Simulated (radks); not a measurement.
Question: All-electron atom: neutral cadmium in [Kr] 4d10 5s2. All-electron calculation, scalar-relativistic Kohn-Sham, LDA (Slater exchange, Perdew-Wang correlation), spin-polarised, spherical densities, point nucleus; hard spherical wall at 1.5 bohr. Program: a radial shooting solver on a logarithmic mesh with Libxc functionals. Some entries of the table are withheld. Estimate them.

orbital  occ.  eigenvalue (eV)  <1/r> (bohr^-1)
1s          2        -26315.28            50.59
2s          2              (1)            11.50
2p          6        -3361.034            11.10
3s          2              (2)              (3)
3p          6        -453.5959            3.807
3d         10        -244.5102            3.566
4s          2           6.6607              (4)
4p          6          49.3546            1.575
4d         10         118.2431            1.488
4f          0         192.0423            1.245
5s          2         301.3144            1.756
5p          0         339.2017            1.772
6s          0         762.5168            1.999

Answer: 
(1) 2s eigenvalue (eV): -3764.238
(2) 3s eigenvalue (eV): -585.4568
(3) 3s <1/r> (bohr^-1): 4.004
(4) 4s <1/r> (bohr^-1): 1.643
